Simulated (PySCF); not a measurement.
# Functional benchmark on one molecule

Molecule: `[SiH3]c1ccccc1`, C6H8Si.

Cartesian coordinates in Å; atom numbers follow the order of the lines, from 1:
```xyz
15

Si    2.5303   -0.0419    0.2446
C     0.6597   -0.0283    0.0723
C    -0.0586   -1.2185   -0.1129
C    -1.4474   -1.2075   -0.2419
C    -2.1425   -0.0012   -0.1870
C    -1.4447    1.1928   -0.0031
C    -0.0579    1.1775    0.1250
H     3.1737    0.7572   -0.8441
H     3.0213   -1.4509    0.1695
H     2.9508    0.5524    1.5514
H     0.4734   -2.1732   -0.1575
H    -1.9887   -2.1459   -0.3855
H    -3.2306    0.0099   -0.2877
H    -1.9856    2.1413    0.0403
H     0.4718    2.1244    0.2683
```

Geometry PBE0-D3(BJ)/def2-SVP throughout; GIAO in PySCF 2.14.0 with density-fitted response routines, gas phase, one conformer, non-relativistic; equivalent atoms averaged; basis pcSseg-1.

Reference values (measured; solution, CCl4, 309 K; Shapiro, Mohrmann, J. Phys. Chem. Ref. Data 1977, 6, 919): δ(H11/H15) = 7.50 ppm, δ(H12/H14) = 7.25 ppm, δ(H13) = 7.30 ppm. Computed shifts are taken against TMS, calculated as an isolated molecule at each level.

How do the functionals LDA, KT2, KT3, B97-D, B3LYP, PBE0, mPW1PW91, BHandHLYP, CAM-B3LYP perform against the reference? Times are CPU seconds on shared hosts with different chips, so compare them loosely.

## Answers


```tsv
functional	kind	H11/H15	H12/H14	H13	mean abs. error H	core-s
LDA	LDA	7.72	7.46	7.44	0.19	21
KT2	GGA	7.40	7.14	7.14	0.12	44
KT3	GGA	7.40	7.14	7.15	0.12	28
B97-D	GGA	7.50	7.24	7.24	0.02	24
B3LYP	global hybrid	7.58	7.33	7.34	0.07	16
PBE0	global hybrid	7.72	7.46	7.48	0.20	33
mPW1PW91	global hybrid	7.70	7.45	7.46	0.19	15
BHandHLYP	global hybrid	7.68	7.42	7.46	0.17	15
CAM-B3LYP	range-separated hybrid	7.67	7.42	7.44	0.16	20
```

For $^{1}$H the closest is B97-D (0.02 ppm) and the furthest PBE0 (0.20 ppm). One molecule is a small sample, and vibrational and solvent effects are absent from the calculation.
